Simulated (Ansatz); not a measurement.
A nudged elastic band was laid between two geometries of FH + H2O + H6Si2 (13 atoms, charge 0, multiplicity 1).

Theory: UKS revPBE-D4/6-31G* in Ansatz 0.2.0.

```
movable images  : 9
climbing image  : yes
spring          : 5.0 eV/Å²
optimiser       : quadratic models (default)
start path      : through a guess of the saddle point
force threshold : 0.05 eV/Å
iteration limit : 60
end points      : relaxed
```

Initial state:

```xyz
13
Properties=species:S:1:pos:R:3
Si -0.425 -1.056 1.189
H 1.028 -0.684 1.342
H -0.512 -2.442 0.634
H -0.981 -1.083 2.589
Si -1.561 0.538 -0.116
H 1.233 -0.274 -1.407
F 0.513 -0.917 -1.574
H 1.582 1.630 -0.729
O 2.216 0.889 -0.837
H -2.617 1.227 0.709
H -0.626 1.633 -0.565
H -2.227 -0.049 -1.319
H 2.377 0.590 0.084
```

Final state:

```xyz
13
Properties=species:S:1:pos:R:3
Si -0.598 -1.406 0.384
H 2.432 1.672 1.755
H -1.639 -2.372 0.887
H 0.406 -1.206 1.487
Si -1.561 0.625 -0.307
H 1.218 -0.602 -1.573
F 0.163 -2.200 -0.857
H 1.757 1.655 1.432
O 1.245 0.319 -1.237
H -2.973 0.693 0.222
H -0.822 1.807 0.240
H -1.639 0.696 -1.803
H 2.010 0.319 -0.629
```

Problem. Which bonds break or form, and what moves?

Solution. Bonds broken: Si1–H2, H6–F7, H8–O9. Bonds formed: Si1–F7, H2–H8, H6–O9. FH + H2O + H6Si2 becomes FH5Si2 + H2 + H2O.

Problem. Give the energies along the band, and the barrier.

Solution. The run converged. The highest image is number 4 of 0 to 10, 1.14 eV above the first end and 1.91 eV above the last; the last end lies 0.77 eV below the first. Neighbouring images differ by up to 1.3 eV, so the band resolves the path poorly. A vibrational analysis at the climbing image gives one clearly imaginary mode, 899i cm⁻¹: a first-order saddle point. The orbitals stay closed-shell, which can raise the energy where a bond breaks towards radicals; this wasn't checked here.

| image | path coordinate (Å) | energy (eV) | Si1–H2 (Å) | H6–F7 (Å) | H8–O9 (Å) |
| --- | --- | --- | --- | --- | --- |
| 0 | 0.00 | 0.00 | 1.51 | 0.98 | 0.98 |
| 1 | 0.91 | 0.02 | 1.51 | 0.98 | 0.98 |
| 2 | 1.83 | 0.04 | 1.51 | 0.98 | 0.98 |
| 3 | 2.74 | 0.16 | 1.51 | 0.99 | 0.99 |
| 4 | 3.66 | 1.14 | 1.68 | 1.37 | 1.23 |
| 5 | 4.91 | -0.14 | 2.54 | 1.79 | 1.98 |
| 6 | 6.17 | -0.64 | 3.38 | 1.98 | 2.35 |
| 7 | 7.42 | -0.71 | 3.80 | 1.96 | 2.46 |
| 8 | 8.68 | -0.76 | 3.80 | 1.95 | 2.71 |
| 9 | 9.93 | -0.77 | 4.42 | 1.98 | 3.27 |
| 10 | 11.19 | -0.77 | 4.53 | 2.04 | 3.03 |

Problem. What is the geometry of the highest image?

Solution. 
```xyz
13
Properties=species:S:1:pos:R:3
Si -0.317 -0.803 0.710
H 1.138 -0.069 1.105
H -0.327 -2.302 0.630
H -0.537 -0.628 2.218
Si -1.993 0.566 -0.201
H 1.501 0.077 -1.130
F 0.423 -0.770 -1.046
H 1.769 0.349 0.403
O 2.272 0.675 -0.672
H -3.151 0.808 0.728
H -1.360 1.902 -0.495
H -2.518 0.049 -1.509
H 3.099 0.147 -0.741
```

The band took 34 iterations and about 29 core-minutes.

Run time: 15 min on 2 threads of Arm Neoverse V1, with other jobs on the host, peak memory 0.18 GiB.
